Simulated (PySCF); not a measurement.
C3H7FOSi, SMILES C(C[Si@H](O)F)=C.

Geometry optimised at ωB97X-D3(BJ)/def2-SVP. The structure was generated by enumeration; whether it is a known compound was not checked. Other conformers were not sampled.

Computed with TDDFT-PBE/def2-SVPD run with PySCF.

Vertical excitations. The molecule is in vacuum.

Computed UV-visible absorptions:
| state | energy (eV) | λ (nm) | f | main pairs |
|---|---|---|---|---|
| S1 | 5.69 | 218 | 0.033 | HOMO→LUMO+1 66 %, HOMO→LUMO 33 % |
| S2 | 6.31 | 196 | 0.065 | HOMO→LUMO 30 %, HOMO→LUMO+2 27 %, HOMO→LUMO+1 23 %, HOMO−1→LUMO 14 % |
| S3 | 6.54 | 190 | 0.008 | HOMO→LUMO+3 91 % |
| S4 | 6.60 | 188 | 0.048 | HOMO→LUMO+2 58 %, HOMO−1→LUMO 32 % |
| S5 | 6.89 | 180 | 0.089 | HOMO−1→LUMO 39 %, HOMO→LUMO 17 %, HOMO−2→LUMO 16 %, HOMO→LUMO+2 11 % |
| S6 | 7.13 | 174 | 0.032 | HOMO→LUMO+4 94 % |
| S7 | 7.30 | 170 | 0.014 | HOMO−2→LUMO 45 %, HOMO−1→LUMO+1 45 % |
| S8 | 7.40 | 168 | 0.027 | HOMO→LUMO+5 42 %, HOMO−3→LUMO 25 %, HOMO−1→LUMO+1 24 % |
| S9 | 7.47 | 166 | 0.048 | HOMO−3→LUMO 47 %, HOMO→LUMO+5 45 % |
| S10 | 7.51 | 165 | 0.031 | HOMO−1→LUMO+1 26 %, HOMO−2→LUMO 25 %, HOMO−3→LUMO 23 %, HOMO→LUMO+5 9 % |
| T1 | 4.24 | 293 | 0 | HOMO→LUMO 92 % |
| T2 | 5.73 | 216 | 0 | HOMO→LUMO+1 94 % |
| T3 | 6.38 | 194 | 0 | HOMO→LUMO+2 86 % |
| T4 | 6.40 | 194 | 0 | HOMO→LUMO+3 91 % |
Triplets are in the Tamm–Dancoff approximation, which puts them higher than full response would, so one can lie above its singlet here.
